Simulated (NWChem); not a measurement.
## Basis-set convergence for H2BF

SMILES: BF
```xyz
4

B      0.0000     0.0000    -0.6715
H      1.0683     0.0000    -1.2339
H     -1.0683     0.0000    -1.2339
F      0.0000     0.0000     0.6472
```
Charge 0, spin multiplicity 1.

The numbers come from NWChem runs, not from measurements. All single points use one geometry, from B3LYP/def2-SVP, a minimum by its harmonic frequencies.

Quantity: dipole moment at the level PBE.

The Pople sets run with spherical d functions. The structure started from a generated list of species.

```json
[
 {"basis": "STO-3G", "functions": "12", "dipole moment (D)": "[?]"},
 {"basis": "pcseg-1", "functions": "38", "dipole moment (D)": "0.53"},
 {"basis": "6-31+G*", "functions": "40", "dipole moment (D)": "[?]"},
 {"basis": "def2-SVPD", "functions": "59", "dipole moment (D)": "[?]"},
 {"basis": "def2-TZVP", "functions": "74", "dipole moment (D)": "0.58"},
 {"basis": "pcseg-2", "functions": "88", "dipole moment (D)": "0.62"},
 {"basis": "cc-pVTZ", "functions": "88", "dipole moment (D)": "0.53"},
 {"basis": "def2-TZVPP", "functions": "90", "dipole moment (D)": "0.59"},
 {"basis": "def2-TZVPD", "functions": "95", "dipole moment (D)": "0.61"},
 {"basis": "cc-pVQZ", "functions": "170", "dipole moment (D)": "0.58"}
]
```

Q: Fill in the missing entries.

A: 
- STO-3G, dipole moment (D): 0.55
- 6-31+G*, dipole moment (D): 0.66
- def2-SVPD, dipole moment (D): 0.65
